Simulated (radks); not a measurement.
The numbers below are computed, except where a source is named.
The magnesium ion Mg4+, configuration [He] 2s2 2p4.

Level of theory: Dirac Kohn-Sham, revPBE, spin-unpolarised, spherical densities, finite nucleus; open shells fill j = l - 1/2 first; Fermi nuclear charge, rms radius 3.057 fm (a radial shooting solver on a logarithmic mesh with Libxc functionals).

Energy parts (eV):
part                      energy
total                  -5236.136
kinetic                 5247.392
electron-nucleus      -11889.165
Hartree                 1787.795
exchange-correlation    -382.158

Orbitals (lengths in bohr, moments of r in powers of bohr; r(90%) holds 90 % of the orbital's charge):
orbital  occ.  eigenvalue (eV)  r(90%)     <r^4>    <r^2>
1s1/2       2        -1359.329   0.233  0.001362  0.02291
2s1/2       2        -160.8179    1.01    0.4476   0.4990
2p1/2       2        -128.9810    1.00    0.4395   0.4558
2p3/2       2        -128.6229    1.01    0.4436   0.4580
3s1/2       0         -46.3497    2.75     24.23    4.017

The highest occupied level is 2p3/2 at -128.62 eV. The electron density at the nucleus is 1171 e/bohr^3. Summed over all electrons, <r^2> = 2.871 bohr^2, which gives a Langevin (diamagnetic) susceptibility term of -2.27 x 10^-6 cm^3/mol. For comparison, the ionisation energy in NIST's Atomic Spectra Database is 141.33 eV (semi-empirical). In exact Kohn-Sham theory the highest level is minus the ionisation energy, but local and semilocal functionals leave it too shallow, through self-interaction and a potential that decays too fast; potentials with the right tail come closer.

Beside tabulated values, note that spin-unpolarised runs miss the spin-polarisation part of the exchange energy of open shells.
